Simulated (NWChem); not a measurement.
All runs are NWChem calculations. System: HNaO, charge 0, spin multiplicity 1, at a geometry optimised with PBE0/def2-SVP. The structure started from a generated list of species. Level: TD-PBE0/6-31G* (spherical d).

Job file:

```
start mol
memory heap 200 mb stack 900 mb global 1100 mb
geometry units angstroms nocenter noautoz noautosym
  Na     0.000000     0.000000    -0.906779
  O      0.000000     0.000000     1.001998
  H      0.000000     0.000000     1.958585
end
basis spherical
  * library 6-31g*
end
dft
  xc pbe0
  semidirect memsize 60000000 filesize 0
  iterations 100
end
tddft
  rpa
  nroots 10
  notriplet
end
task tddft energy
```

NWChem printed:

```
             Northwest Computational Chemistry Package (NWChem) 7.3.0
             --------------------------------------------------------

                                NWChem Input Module
                                -------------------

 Scaling coordinates for geometry "geometry" by  1.889725989
 (inverse scale =  0.529177249)

                             Geometry "geometry" -> ""
                             -------------------------

 Output coordinates in angstroms (scale by  1.889725989 to convert to a.u.)

  No.       Tag          Charge          X              Y              Z
 ---- ---------------- ---------- -------------- -------------- --------------
    1 Na                  11.0000     0.00000000     0.00000000    -0.90677900
    2 O                    8.0000     0.00000000     0.00000000     1.00199800
    3 H                    1.0000     0.00000000     0.00000000     1.95858500

 Effective nuclear repulsion energy (a.u.)      30.8535939269

            Nuclear Dipole moment (a.u.)
            ----------------------------
        X                 Y               Z
 ---------------- ---------------- ----------------
     0.0000000000     0.0000000000    -0.0000000000


 Summary of "ao basis" -> "" (spherical)
 ------------------------------------------------------------------------------
       Tag                 Description            Shells   Functions and Types
 ---------------- ------------------------------  ------  ---------------------
 *                           6-31g*                   on all atoms

                                 NWChem DFT Module
                                 -----------------

 Summary of "ao basis" -> "ao basis" (spherical)
 ------------------------------------------------------------------------------
       Tag                 Description            Shells   Functions and Types
 ---------------- ------------------------------  ------  ---------------------
 Na                          6-31g*                  8       18   4s3p1d
 O                           6-31g*                  6       14   3s2p1d
 H                           6-31g*                  2        2   2s

 Summary of "ao basis" -> "ao basis" (spherical)
 ------------------------------------------------------------------------------
       Tag                 Description            Shells   Functions and Types
 ---------------- ------------------------------  ------  ---------------------
 Na                          6-31g*                  8       18   4s3p1d
 O                           6-31g*                  6       14   3s2p1d
 H                           6-31g*                  2        2   2s

            General Information
            -------------------
          SCF calculation type: DFT
          Wavefunction type:  closed shell.
          No. of atoms     :     3
          No. of electrons :    20
           Alpha electrons :    10
            Beta electrons :    10
          Charge           :     0
          Spin multiplicity:     1
          Use of symmetry is: off; symmetry adaption is: off
          Maximum number of iterations: 100
          AO basis - number of functions:    34
                     number of shells:    16
          Convergence on energy requested:  1.00D-06
          Convergence on density requested:  1.00D-05
          Convergence on gradient requested:  5.00D-04

              XC Information
              --------------
                         PBE0 Method XC Functional
                     Hartree-Fock (Exact) Exchange  0.250
          PerdewBurkeErnzerhof Exchange Functional  0.750
            Perdew 1991 LDA Correlation Functional  1.000 local
           PerdewBurkeErnz. Correlation Functional  1.000 non-local

             Grid Information
             ----------------
          Grid used for XC integration:  medium
          Radial quadrature: Mura-Knowles
          Angular quadrature: Lebedev.
          Tag              B.-S. Rad. Rad. Pts. Rad. Cut. Ang. Pts.
          ---              ---------- --------- --------- ---------
          Na                  1.80       88          10.0       434
          O                   0.60       49           8.0       434
          H                   0.35       45          11.0       434
          Grid pruning is: on
          Number of quadrature shells:   182
          Spatial weights used:  Erf1

          Convergence Information
          -----------------------
          Convergence aids based upon iterative change in
          total energy or number of iterations.
          Levelshifting, if invoked, occurs when the
          HOMO/LUMO gap drops below (HL_TOL):  1.00D-02
          DIIS, if invoked, will attempt to extrapolate
          using up to (NFOCK): 10 stored Fock matrices.

                    Damping( 0%)  Levelshifting(0.5)       DIIS
                  --------------- ------------------- ---------------
          dE  on:    start            ASAP                start
          dE off:    2 iters        100 iters           100 iters

      Screening Tolerance Information
      -------------------------------
          Density screening/tol_rho:  1.00D-10
          AO Gaussian exp screening on grid/accAOfunc:  14
          CD Gaussian exp screening on grid/accCDfunc:  20
          XC Gaussian exp screening on grid/accXCfunc:  20
          Schwarz screening/accCoul:  1.00D-08

      Superposition of Atomic Density Guess
      -------------------------------------

 Sum of atomic energies:        -237.09397680

      Non-variational initial energy
      ------------------------------
[...]
     Transition Moments   XX  0.00019  XY  0.00000  XZ -0.90787
     Transition Moments   YY -0.00019  YZ  0.90620  ZZ  0.00000
     Dipole Oscillator Strength                    0.0232735870
     Electric Quadrupole                           0.0000000050
     Magnetic Dipole                               0.0000000467
     Total Oscillator Strength                     0.0232736387

          sigma_e =   2.4185 Angstrom
          sigma_h =   0.9975 Angstrom
         |d_h->e| =   2.8491 Angstrom
            d_exc =   3.8675 Angstrom
            d_CD1 =   4.2700 Angstrom
            d_CD2 =   1.1411 Angstrom
            d_CD3 =   6.7165 Angstrom
     Pearson C.C. =   0.0008

     Occ.    9  a   ---  Virt.   11  a   -0.99680 X
     Occ.    9  a   ---  Virt.   14  a   -0.06642 X
  ----------------------------------------------------------------------------
  Root   3 singlet a              0.148978465 a.u.                4.0539 eV
  ----------------------------------------------------------------------------
     Transition Moments    X  0.00065   Y  0.00065   Z  0.00003
     Transition Moments   XX -0.00013  XY -2.34917  XZ -0.00221
     Transition Moments   YY -0.00018  YZ -0.00221  ZZ -0.00009
     Dipole Oscillator Strength                    0.0000000829
     Electric Quadrupole                           0.0000000972
     Magnetic Dipole                               0.0000000000
     Total Oscillator Strength                     0.0000001801

          sigma_e =   3.4772 Angstrom
          sigma_h =   0.9975 Angstrom
         |d_h->e| =   1.8548 Angstrom
            d_exc =   4.0649 Angstrom
            d_CD1 =   4.3346 Angstrom
            d_CD2 =  -0.3825 Angstrom
            d_CD3 =   5.9198 Angstrom
     Pearson C.C. =   0.0004

     Occ.    9  a   ---  Virt.   13  a   -0.70537 X
     Occ.   10  a   ---  Virt.   12  a    0.70533 X
  ----------------------------------------------------------------------------
  Root   4 singlet a              0.148978516 a.u.                4.0539 eV
  ----------------------------------------------------------------------------
     Transition Moments    X  0.00065   Y -0.00065   Z -0.00000
     Transition Moments   XX -2.34917  XY -0.00002  XZ -0.00220
     Transition Moments   YY  2.34917  YZ  0.00220  ZZ  0.00000
     Dipole Oscillator Strength                    0.0000000837
     Electric Quadrupole                           0.0000000972
     Magnetic Dipole                               0.0000000000
     Total Oscillator Strength                     0.0000001809

          sigma_e =   3.4772 Angstrom
          sigma_h =   0.9975 Angstrom
         |d_h->e| =   1.8548 Angstrom
            d_exc =   4.0649 Angstrom
            d_CD1 =   4.3346 Angstrom
            d_CD2 =  -0.3825 Angstrom
            d_CD3 =   5.9198 Angstrom
     Pearson C.C. =   0.0004

     Occ.    9  a   ---  Virt.   12  a    0.70546 X
     Occ.   10  a   ---  Virt.   13  a    0.70524 X
  ----------------------------------------------------------------------------
  Root   5 singlet a              0.150032808 a.u.                4.0826 eV
  ----------------------------------------------------------------------------
     Transition Moments    X  0.00069   Y -0.00069   Z  0.00000
     Transition Moments   XX -0.00054  XY -0.00000  XZ -0.00226
     Transition Moments   YY  0.00054  YZ  0.00225  ZZ -0.00000
     Dipole Oscillator Strength                    0.0000000948
     Electric Quadrupole                           0.0000000000
     Magnetic Dipole                               0.0000000000
     Total Oscillator Strength                     0.0000000948

          sigma_e =   3.4798 Angstrom
          sigma_h =   0.9975 Angstrom
         |d_h->e| =   1.8579 Angstrom
            d_exc =   4.0689 Angstrom
            d_CD1 =   4.3402 Angstrom
            d_CD2 =  -0.3807 Angstrom
            d_CD3 =   5.9268 Angstrom
     Pearson C.C. =   0.0000

     Occ.    9  a   ---  Virt.   12  a   -0.70480 X
     Occ.    9  a   ---  Virt.   16  a   -0.05385 X
     Occ.   10  a   ---  Virt.   13  a    0.70502 X
     Occ.   10  a   ---  Virt.   17  a    0.05387 X
  ----------------------------------------------------------------------------
  Root   6 singlet a              0.167751200 a.u.                4.5647 eV
  ----------------------------------------------------------------------------
     Transition Moments    X  0.37959   Y  0.38029   Z -0.00109
     Transition Moments   XX -0.00054  XY -0.00031  XZ  1.15791
     Transition Moments   YY -0.00054  YZ  1.16005  ZZ  0.00669
     Dipole Oscillator Strength                    0.0322878577
     Electric Quadrupole                           0.0000000675
     Magnetic Dipole                               0.0000000836
     Total Oscillator Strength                     0.0322880088

          sigma_e =   3.7271 Angstrom
          sigma_h =   0.9976 Angstrom
         |d_h->e| =   0.8551 Angstrom
            d_exc =   3.9522 Angstrom
            d_CD1 =   3.5846 Angstrom
            d_CD2 =  -1.5072 Angstrom
            d_CD3 =   4.8073 Angstrom
     Pearson C.C. =  -0.0003

     Occ.   10  a   ---  Virt.   11  a    0.06265 X
     Occ.   10  a   ---  Virt.   14  a   -0.99328 X
     Occ.   10  a   ---  Virt.   15  a    0.07763 X
     Occ.   10  a   ---  Virt.   19  a   -0.05843 X
  ----------------------------------------------------------------------------
  Root   7 singlet a              0.167847319 a.u.                4.5674 eV
  ----------------------------------------------------------------------------
     Transition Moments    X  0.38047   Y -0.37977   Z  0.00000
     Transition Moments   XX -0.00029  XY -0.00000  XZ  1.15919
     Transition Moments   YY  0.00029  YZ -1.15706  ZZ  0.00000
     Dipole Oscillator Strength                    0.0323372345
     Electric Quadrupole                           0.0000000675
     Magnetic Dipole                               0.0000000835
     Total Oscillator Strength                     0.0323373856

          sigma_e =   3.7254 Angstrom
          sigma_h =   0.9975 Angstrom
         |d_h->e| =   0.8516 Angstrom
            d_exc =   3.9498 Angstrom
            d_CD1 =   3.5794 Angstrom
            d_CD2 =  -1.5099 Angstrom
            d_CD3 =   4.8013 Angstrom
     Pearson C.C. =  -0.0003

     Occ.    9  a   ---  Virt.   11  a    0.06334 X
     Occ.    9  a   ---  Virt.   14  a   -0.99311 X
     Occ.    9  a   ---  Virt.   15  a    0.07912 X
     Occ.    9  a   ---  Virt.   19  a   -0.05867 X
  ----------------------------------------------------------------------------
  Root   8 singlet a              0.179732427 a.u.                4.8908 eV
  ----------------------------------------------------------------------------
     Transition Moments    X  0.00077   Y  0.00077   Z  0.88360
     Transition Moments   XX -4.02577  XY -0.00021  XZ -0.00222
     Transition Moments   YY -4.02577  YZ -0.00222  ZZ -1.28900
     Dipole Oscillator Strength                    0.0935517732
     Electric Quadrupole                           0.0000000772
     Magnetic Dipole                               0.0000000000
     Total Oscillator Strength                     0.0935518504

          sigma_e =   3.7510 Angstrom
          sigma_h =   0.9953 Angstrom
         |d_h->e| =   1.8829 Angstrom
            d_exc =   4.3237 Angstrom
            d_CD1 =   4.6385 Angstrom
            d_CD2 =  -0.4902 Angstrom
            d_CD3 =   6.2066 Angstrom
     Pearson C.C. =  -0.0118

     Occ.    8  a   ---  Virt.   11  a    0.12148 X
     Occ.    8  a   ---  Virt.   18  a    0.06326 X
     Occ.    9  a   ---  Virt.   13  a    0.69952 X
     Occ.    9  a   ---  Virt.   13  a   -0.05193 Y
     Occ.    9  a   ---  Virt.   17  a   -0.05213 X
     Occ.   10  a   ---  Virt.   12  a    0.69957 X
     Occ.   10  a   ---  Virt.   12  a   -0.05193 Y
     Occ.   10  a   ---  Virt.   16  a   -0.05213 X
  ----------------------------------------------------------------------------
  Root   9 singlet a              0.232630059 a.u.                6.3302 eV
  ----------------------------------------------------------------------------
     Transition Moments    X -0.29049   Y -0.29103   Z  0.00014
     Transition Moments   XX  0.00276  XY  0.00000  XZ  0.47859
     Transition Moments   YY  0.00276  YZ  0.47947  ZZ  0.00452
     Dipole Oscillator Strength                    0.0262223309
     Electric Quadrupole                           0.0000000308
     Magnetic Dipole                               0.0000000005
     Total Oscillator Strength                     0.0262223622

          sigma_e =   3.3137 Angstrom
          sigma_h =   0.9975 Angstrom
         |d_h->e| =   2.9987 Angstrom
            d_exc =   4.5772 Angstrom
            d_CD1 =   5.3149 Angstrom
            d_CD2 =   0.8431 Angstrom
            d_CD3 =   7.5759 Angstrom
     Pearson C.C. =   0.0026

     Occ.   10  a   ---  Virt.   14  a   -0.07504 X
     Occ.   10  a   ---  Virt.   15  a   -0.99504 X
  ----------------------------------------------------------------------------
  Root  10 singlet a              0.232724389 a.u.                6.3328 eV
  ----------------------------------------------------------------------------
     Transition Moments    X  0.29049   Y -0.28996   Z  0.00000
     Transition Moments   XX -0.00000  XY -0.00000  XZ -0.48083
     Transition Moments   YY  0.00000  YZ  0.47995  ZZ -0.00000
     Dipole Oscillator Strength                    0.0261368660
     Electric Quadrupole                           0.0000000310
     Magnetic Dipole                               0.0000000005
     Total Oscillator Strength                     0.0261368975

          sigma_e =   3.3136 Angstrom
          sigma_h =   0.9975 Angstrom
         |d_h->e| =   3.0013 Angstrom
            d_exc =   4.5788 Angstrom
            d_CD1 =   5.3174 Angstrom
            d_CD2 =   0.8458 Angstrom
            d_CD3 =   7.5802 Angstrom
     Pearson C.C. =   0.0026

     Occ.    9  a   ---  Virt.   14  a    0.07645 X
     Occ.    9  a   ---  Virt.   15  a    0.99491 X

              Target root =      1
          Target symmetry = none
      Ground state energy =   -237.908975080310
        Excitation energy =      0.083134330154
     Excited state energy =   -237.825840750156

  stored tddft:energy   -237.82584075015592

 Task  times  cpu:        7.4s     wall:        7.4s

 Total times  cpu:        7.4s     wall:        7.4s
```
